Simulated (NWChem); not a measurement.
Molecule: chlorotrifluoromethane (CClF₃); SMILES FC(F)(F)Cl

Computed with NWChem. The level has its own optimisation; frequencies are unscaled.

Q: Estimate the computed values for PBE/def2-SVP. Quantities: r C–F (Å); r C–Cl (Å); highest harmonic frequency (cm⁻¹); lowest (cm⁻¹); zero-point energy (kcal/mol); dipole (D).

A: 
- r C–F (Å): 1.336
- r C–Cl (Å): 1.781
- highest harmonic frequency (cm⁻¹): 1213
- lowest (cm⁻¹): 336
- zero-point energy (kcal/mol): 9.3
- dipole (D): 0.15
